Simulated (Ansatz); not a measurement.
Consider the ligand exchange at the Si–C bond: `BC([SiH3])[SiH2]F` + `C1[SiH2][AsH]1` → `[SiH3][As]1C[SiH2]1` + `BC[SiH2]F`.

Program: Ansatz. Geometries: PBE0-D4/def2-TZVP. ΔE: electronic, gas phase. CCSD(T)/CBS adds triple-zeta CCSD(T) − MP2 to the extrapolated MP2 energy (def2 sets, frozen cores). For As outer-core shells are correlated without core-valence functions, which leaves a few kJ/mol of doubt a bond. Scalar relativity is left out up to krypton. One conformer a species, not always the lowest.

```json
{"species": "`BC([SiH3])[SiH2]F`", "HF/def2-QZVPP energy (Eh)": "-744.69370"}
{"species": "`C1[SiH2][AsH]1`", "HF/def2-QZVPP energy (Eh)": "-2563.96233"}
{"species": "`[SiH3][As]1C[SiH2]1`", "HF/def2-QZVPP energy (Eh)": "-2854.09059"}
{"species": "`BC[SiH2]F`", "HF/def2-QZVPP energy (Eh)": "-454.57418"}
```

(1) Work out ΔE.

Largest T1 diagnostic among the species: 0.012.

Results:

(1) ΔE = (-2854.09059) + (-454.57418) − (-744.69370) − (-2563.96233) = -0.00874 Eh = -22.9 kJ/mol. CCSD(T)/CBS gives -23.4 kJ/mol.

At CCSD(T), def2-SVP lies +6.6 kJ/mol from the extrapolated value and def2-TZVPP +2.3 kJ/mol. From BLYP to BHLYP (50 % exact exchange), in def2-TZVPP and without D4, ΔE moves by +3.1 kJ/mol.
